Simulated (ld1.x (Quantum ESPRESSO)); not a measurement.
Ranking RRKJ potentials for F

All share these settings but for the change named:

ld1.x (Quantum ESPRESSO) 7.5 input, shortened:

```
&input
   title='F', zed=9., rel=1, dft='PBESOL', iswitch=3,
   config='[He] 2s2 2p3'
 /
 &inputp
   pseudotype=2, tm=.false., lloc=1,
   nlcc=.true., new_core_ps=.true., rcore=0.50
 /
2
2S  1  0   2.00   0.00  0.55  0.55  0.0
2P  2  1   3.00   0.00  1.00  1.00  0.0
 &test
   configts(1)='2s2 2p3'
 /
```

Test errors are all-electron minus pseudo excitation energies from the reference, over 2s2 2p5; 2s2 2p4; 2s2 2p2; 2s2 2p4.5; 2s2 2p1; 2s1 2p5; 2s1 2p6. None of these files shows a bound ghost.

The base gives 243.6 meV.

Of 6 variants that were run, those that failed, showed a ghost or another fault, or gave nearly equal values are left out.

A variant can come out equal or close to the base, since the largest error may sit in a test that the change hardly touches while other tests move.

Q: Rank these variants by their largest absolute test error, smallest first.
A. wave 2p (bound): rc 1.00 bohr becomes 2p (bound): rc 1.34 bohr
B. local potential the s channel
C. functional LDA (PZ)
D. wave 2s (bound): rc 0.55 bohr becomes 2s (bound): rc 0.70 bohr

A: D (194.1 meV), C (253.8 meV), B (354.9 meV), A (827.9 meV).
